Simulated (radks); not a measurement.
The numbers below are computed, except where a source is named.
Spherical quantum dot in the effective-mass picture: electrons in a well V = -V0 / (1 + exp((r - R)/a)) with V0 = 15, R = 4.12, a = 0.29, all in effective atomic units (hartree* = m*/eps^2 hartree, bohr* = eps/m* bohr), one dielectric constant everywhere. Level of theory: non-relativistic Kohn-Sham, PBE, spin-polarised, spherical densities (a radial shooting solver with Libxc functionals). Levels are named by radial order and angular momentum (1s, 1p, 1d, 2s, ...), and open shells are averaged over m. Results are scaled to m* = 0.428 and eps = 13.3, for which hartree* = 65.84 meV and bohr* = 1.644 nm.

N = 6, configuration 1s2 1p(up 3, down 1). This is the lowest configuration that the search found. Occupied and some empty levels:

level    occupation  eigenvalue (meV)  <r> (nm)
1s up             1           -829.07     3.585
1s down           1           -825.59     3.551
1p up             3           -811.48     3.962
1p down           1           -807.60     3.953
1d up             0           -785.72     4.237
1d down           0           -781.71     4.237
2s up             0           -758.27     3.105
2s down           0           -756.46     3.100
1f up             0           -753.28     4.456
1f down           0           -749.26     4.459

Energy (meV): total -5318.81, kinetic 197.42, external -5851.9, Hartree 458.59, exchange-correlation -122.96.
